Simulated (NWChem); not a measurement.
The numbers come from NWChem runs, not from measurements. System: BrSi, charge 0, spin multiplicity 2, at a geometry optimised with UPBE0/def2-SVP. The structure started from a generated list of species. Its SCF solution wasn't tested for a lower state. Level: ROCCSDT/STO-3G, 14 core orbitals frozen.

NWChem printed:

```
             Northwest Computational Chemistry Package (NWChem) 7.3.0
             --------------------------------------------------------

                                NWChem Input Module
                                -------------------

 Scaling coordinates for geometry "geometry" by  1.889725989
 (inverse scale =  0.529177249)

 Turning off AUTOSYM since
 SYMMETRY directive was detected!

                             Geometry "geometry" -> ""
                             -------------------------

 Output coordinates in angstroms (scale by  1.889725989 to convert to a.u.)

  No.       Tag          Charge          X              Y              Z
 ---- ---------------- ---------- -------------- -------------- --------------
    1 Si                  14.0000     0.00000000     0.00000000     1.59956600
    2 Br                  35.0000     0.00000000     0.00000000    -0.63982600

 Effective nuclear repulsion energy (a.u.)     115.7889516484

            Nuclear Dipole moment (a.u.)
            ----------------------------
        X                 Y               Z
 ---------------- ---------------- ----------------
     0.0000000000     0.0000000000     0.0000264562

      Symmetry information
      --------------------

 Group name             C2v
 Group number             16
 Group order               4
 No. of unique centers     2

      Symmetry unique atoms

     1    2


 Summary of "ao basis" -> "" (spherical)
 ------------------------------------------------------------------------------
       Tag                 Description            Shells   Functions and Types
 ---------------- ------------------------------  ------  ---------------------
 *                           sto-3g                   on all atoms

 Summary of "ao basis" -> "ao basis" (spherical)
 ------------------------------------------------------------------------------
       Tag                 Description            Shells   Functions and Types
 ---------------- ------------------------------  ------  ---------------------
 Si                          sto-3g                  5        9   3s2p
 Br                          sto-3g                  8       18   4s3p1d

                                 NWChem SCF Module
                                 -----------------

  ao basis        = "ao basis"
  functions       =    27
  atoms           =     2
  closed shells   =    24
  open shells     =     1
  charge          =   0.00
  wavefunction    = ROHF
  use symmetry    = T
  symmetry adapt  = T

 Summary of "ao basis" -> "ao basis" (spherical)
 ------------------------------------------------------------------------------
       Tag                 Description            Shells   Functions and Types
 ---------------- ------------------------------  ------  ---------------------
 Si                          sto-3g                  5        9   3s2p
 Br                          sto-3g                  8       18   4s3p1d

      Symmetry analysis of basis
      --------------------------

        a1         14
        a2          1
        b1          6
        b2          6

 Forming initial guess at       0.0s

      Symmetry analysis of molecular orbitals - initial
      -------------------------------------------------

  Numbering of irreducible representations:

     1 a1          2 a2          3 b1          4 b2

  Orbital symmetries:

     1 a1          2 a1          3 a1          4 a1          5 b2
     6 b1          7 a1          8 a1          9 b2         10 b1
    11 a1         12 b2         13 b1         14 a1         15 a1
    16 b2         17 b1         18 a2         19 a1         20 a1
    21 a1         22 b1         23 a1         24 b2         25 b1
    26 b2         27 a1

 Starting SCF solution at       0.0s

 ----------------------------------------------
         Quadratically convergent ROHF

 Convergence threshold     :          1.000E-07
 Maximum no. of iterations :          100
 Final Fock-matrix accuracy:          1.000E-09
 ----------------------------------------------

              iter       energy          gnorm     gmax       time
             ----- ------------------- --------- --------- --------
                 1    -2830.2087478969  4.20D-01  1.83D-01      0.1
[...]
   Bfn.  Coefficient  Atom+Function         Bfn.  Coefficient  Atom+Function
  ----- ------------  ---------------      ----- ------------  ---------------
    21      0.995180  2 Br py                17     -0.294041  2 Br py
     8      0.176282  1 Si py

 Vector   24  Occ=2.000000D+00  E=-2.793331D-01  Symmetry=a1
              MO Center= -3.2D-17, -6.5D-17,  6.0D-01, r^2= 3.2D+00
   Bfn.  Coefficient  Atom+Function         Bfn.  Coefficient  Atom+Function
  ----- ------------  ---------------      ----- ------------  ---------------
    22      0.739292  2 Br pz                 6     -0.547176  1 Si s
     9     -0.445918  1 Si pz                18     -0.221340  2 Br pz
     5      0.169685  1 Si pz                 2      0.153226  1 Si s

 Vector   25  Occ=1.000000D+00  E= 4.395289D-02  Symmetry=b1
              MO Center=  5.1D-18,  2.2D-19,  1.5D+00, r^2= 1.5D+00
   Bfn.  Coefficient  Atom+Function         Bfn.  Coefficient  Atom+Function
  ----- ------------  ---------------      ----- ------------  ---------------
     7      1.030843  1 Si px                 3     -0.345704  1 Si px
    20     -0.233696  2 Br px

 Vector   26  Occ=0.000000D+00  E= 2.093064D-01  Symmetry=b2
              MO Center= -1.7D-19,  6.6D-18,  1.5D+00, r^2= 1.6D+00
   Bfn.  Coefficient  Atom+Function         Bfn.  Coefficient  Atom+Function
  ----- ------------  ---------------      ----- ------------  ---------------
     8      1.024987  1 Si py                 4     -0.345505  1 Si py
    21     -0.269876  2 Br py

 Vector   27  Occ=0.000000D+00  E= 3.898177D-01  Symmetry=a1
              MO Center= -4.0D-18, -8.5D-18,  9.4D-01, r^2= 2.1D+00
   Bfn.  Coefficient  Atom+Function         Bfn.  Coefficient  Atom+Function
  ----- ------------  ---------------      ----- ------------  ---------------
     9      1.052308  1 Si pz                22      0.755976  2 Br pz
    19      0.387564  2 Br s                  6     -0.361639  1 Si s
     5     -0.324660  1 Si pz                18     -0.186395  2 Br pz

 center of mass
 --------------
 x =   0.00000000 y =   0.00000000 z =  -0.11177400

 moments of inertia (a.u.)
 ------------------
         371.107240848829           0.000000000000           0.000000000000
           0.000000000000         371.107240848829           0.000000000000
           0.000000000000           0.000000000000           0.000000000000

  Mulliken analysis of the total density
  --------------------------------------

    Atom       Charge   Shell Charges
 -----------   ------   -------------------------------------------------------
    1 Si  14    13.66   2.00  2.00  5.89  1.93  1.84
    2 Br  35    35.34   2.00  2.00  6.00  2.00  5.99  1.97  5.39 10.00

 Mulliken analysis of the open-shell density
 -------------------------------------------

    Atom       Charge   Shell Charges
 -----------   ------   -------------------------------------------------------
    1 Si  14     0.97  -0.00 -0.00  0.02  0.00  0.95
    2 Br  35     0.03   0.00  0.00  0.00  0.00  0.00  0.00  0.03  0.00

       Multipole analysis of the density wrt the origin
       ------------------------------------------------

     L   x y z        total         open         nuclear
     -   - - -        -----         ----         -------
     0   0 0 0     -0.000000     -1.000000     49.000000

     1   1 0 0     -0.000000     -0.000000      0.000000
     1   0 1 0     -0.000000     -0.000000      0.000000
     1   0 0 1      1.087602     -2.905087      0.000026

     2   2 0 0    -20.246969     -2.832398      0.000000
     2   1 1 0      0.000000      0.000000      0.000000
     2   1 0 1      0.000000     -0.000000      0.000000
     2   0 2 0    -18.371219     -0.944133      0.000000
     2   0 1 1     -0.000000      0.000000      0.000000
     2   0 0 2    -19.939730    -10.044152    179.084466

                   NWChem Extensible Many-Electron Theory Module
                   ---------------------------------------------


            General Information
            -------------------
      Number of processors :     1
         Wavefunction type : Restricted open-shell Hartree-Fock
          No. of electrons :    49
           Alpha electrons :    25
            Beta electrons :    24
           No. of orbitals :    54
            Alpha orbitals :    27
             Beta orbitals :    27
        Alpha frozen cores :    14
         Beta frozen cores :    14
     Alpha frozen virtuals :     0
      Beta frozen virtuals :     0
         Spin multiplicity : doublet
    Number of AO functions :    27
       Number of AO shells :    13
        Use of symmetry is : on
      Symmetry adaption is : on
         Schwarz screening : 0.10D-09

          Correlation Information
          -----------------------
          Calculation type : Coupled-cluster singles, doubles, & triples
   Perturbative correction : none
            Max iterations :      100
        Residual threshold : 0.10D-05
     T(0) DIIS level shift : 0.00D+00
     L(0) DIIS level shift : 0.00D+00
     T(1) DIIS level shift : 0.00D+00
     L(1) DIIS level shift : 0.00D+00
     T(R) DIIS level shift : 0.00D+00
     T(I) DIIS level shift : 0.00D+00
   CC-T/L Amplitude update :  5-th order DIIS
                I/O scheme : Global Array Library
        L-threshold :  0.10D-05
        EOM-threshold :  0.10D-05
 no EOMCCSD initial starts read in
 TCE RESTART OPTIONS
 SLICE:      F
 D4D5:       F
 quantumc:   F
 qrotation:  F
 pwtce:      F
 qducc:      F
 nacto:                         0
 nrotv:                         0
 nrot:                          0

            Memory Information
            ------------------
          Available GA space size is     249035342 doubles
          Available MA space size is     104856036 doubles

 Maximum block size supplied by input
 Maximum block size        24 doubles

 tile_dim =      5

 -------------------------------------------------

 Global array virtual files algorithm will be used

 Parallel file system coherency ......... OK

 4-electron integrals stored in orbital form

 v2    file size   =             2119
 4-index algorithm nr.  13 is used
 imaxsize =       30
 imaxsize ichop =        0
 IN MAPPING 1 for UCC(4),CCSDT,CCSDTQ


 CCSDT iterations
 --------------------------------------------------------
 Iter          Residuum       Correlation     Cpu    Wall
 --------------------------------------------------------
    1   0.1371979446278  -0.0230417913550     0.9     0.9
    2   0.0542166945735  -0.0281246026107     0.9     0.9
    3   0.0659100462362  -0.0325936388958     0.9     0.9
    4   0.0486991323512  -0.0326552700793     0.9     0.9
    5   0.0488710757062  -0.0341958972570     0.9     0.9
    6   0.0030484677359  -0.0342493698485     0.9     0.9
    7   0.0013452477276  -0.0342567441348     0.9     0.9
    8   0.0009223587727  -0.0342659302461     0.9     0.9
    9   0.0005392446813  -0.0342720227102     0.9     0.9
   10   0.0003865723111  -0.0342764919248     0.9     0.9
   11   0.0000910088368  -0.0342845622929     0.9     0.9
   12   0.0000416584464  -0.0342860826217     0.9     0.9
   13   0.0000401931032  -0.0342876798545     0.9     0.9
   14   0.0000298816593  -0.0342875788005     0.9     0.9
   15   0.0000289006236  -0.0342882747668     0.9     0.9
   16   0.0000029032159  -0.0342883253556     0.9     0.9
   17   0.0000013346870  -0.0342882730949     0.9     0.9
   18   0.0000009027688  -0.0342882582528     0.9     0.9
 --------------------------------------------------------
 Iterations converged
 CCSDT correlation energy / hartree =        -0.034288258252767
 CCSDT total energy / hartree       =     -2830.271692968796287

 Singles contributions

 Doubles contributions

 Task  times  cpu:       17.0s     wall:       17.0s

 Total times  cpu:       17.0s     wall:       17.0s
```

Write an NWChem input that would produce this output.

This is not unique; one that fits is 
```
start mol
memory heap 100 mb stack 700 mb global 1900 mb
geometry units angstroms nocenter noautoz
  Si     0.000000     0.000000     1.599566
  Br     0.000000     0.000000    -0.639826
  symmetry group C2v
end
basis spherical
  * library sto-3g
end
scf
  rohf
  nopen 1
  maxiter 100
  thresh 1e-7
  semidirect memsize 60000000 filesize 0
  # guess.movecs holds the orbitals of an unrestricted PBE0 run
  vectors input guess.movecs output mol.movecs
end
tce
  freeze core 14
  ccsdt
  2eorb
  2emet 13
  thresh 1e-6
  maxiter 100
  tilesize 24
end
task tce energy
```
